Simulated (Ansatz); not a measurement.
The cluster Cs₄H₅⁻. The state is a singlet with charge -1. Geometry r2SCAN-D4/def2-TZVPD.

```xyz
9

Cs   -2.7062    0.1363    0.0230
Cs   -0.1911   -2.9288    1.7115
Cs    0.4091    3.0280   -2.7351
Cs    2.4369    0.4392    1.0913
H    -0.3866    0.0413    1.8456
H     2.5856    2.4546   -1.0940
H     2.6606   -2.4819    1.1532
H    -2.1472    2.1051   -2.1287
H    -2.6612   -2.7938    0.1332
```

In the def2 sets Cs takes a core potential; there is no spin–orbit coupling. HSE06 is defined as in plane-wave codes, on full-range PBE exchange. Another isomer (singlet) lies 0.20 eV lower at PBE0-D4/def2-TZVPD; other spin states weren't run for this one.

Q: Estimate the orbital energies around the gap (eV) in Ansatz with PBE-D4/def2-TZVPD, r2SCAN-D4/def2-TZVPD, PBE0-D4/def2-TZVPD, HSE06-D4/def2-TZVPD, ωB97X-V/def2-TZVPD.

A: 
| orbital | PBE-D4/def2-TZVPD | r2SCAN-D4/def2-TZVPD | PBE0-D4/def2-TZVPD | HSE06-D4/def2-TZVPD | ωB97X-V/def2-TZVPD |
| --- | --- | --- | --- | --- | --- |
| HOMO−5 | -8.75 | -9.13 | -10.11 | -9.70 | -12.59 |
| HOMO−4 | -1.01 | -1.06 | -1.95 | -1.54 | -4.24 |
| HOMO−3 | -0.72 | -0.80 | -1.65 | -1.26 | -3.87 |
| HOMO−2 | -0.64 | -0.71 | -1.56 | -1.16 | -3.78 |
| HOMO−1 | -0.38 | -0.45 | -1.29 | -0.90 | -3.52 |
| HOMO | -0.10 | -0.18 | -1.00 | -0.60 | -3.19 |
| LUMO | 1.17 | 1.59 | 1.50 | 1.30 | 2.12 |
| LUMO+1 | 1.63 | 1.99 | 1.88 | 1.73 | 2.32 |
| LUMO+2 | 1.68 | 2.07 | 1.94 | 1.78 | 2.40 |
| LUMO+3 | 1.70 | 2.10 | 1.94 | 1.79 | 2.50 |
| LUMO+4 | 1.83 | 2.24 | 2.11 | 1.94 | 2.67 |
| LUMO+5 | 1.95 | 2.42 | 2.25 | 2.06 | 2.90 |
